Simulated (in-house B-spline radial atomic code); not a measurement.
A fraction x of an electron is removed from 2p in Ti V (Ti4+), starting from [Ne] 3s2 3p6 and keeping the highest spin. Method: non-relativistic LDA PW92, spin-polarised, spherical fractional occupations, point nucleus. Calculated with a radial B-spline atomic code at the basis-set limit.

| x | E(x) - E(0) (eV) | 2p down level (eV) |
| --- | --- | --- |
| 0 | 0.0000 | -498.874 |
| 0.11 | 55.2260 | -505.241 |
| 0.25 | 126.5296 | -513.390 |
| 0.3 | 152.2722 | -516.312 |
| 0.48 | ? | ? |
| 0.5 | 256.7081 | -528.063 |
| 0.57 | 293.8172 | -532.199 |
| 0.67 | 347.3333 | -538.127 |
| 0.8 | 417.7925 | -545.867 |
| 0.88 | ? | ? |
| 1 | 528.1625 | -557.847 |

(1) What belongs in the row x = 0.48?

(2) What belongs in the row x = 0.88?

(3) Check Janak's theorem between x = 0.11 and 0.25.

## Answers

(1) An energy change of 246.1586 eV; 2p down at -526.884 eV.

(2) An energy change of 461.6531 eV; 2p down at -550.649 eV.

(3) The slope of the energy is 509.31 eV; the orbital levels give 509.32 eV (-ε of the emptying orbital, averaged over the two points).
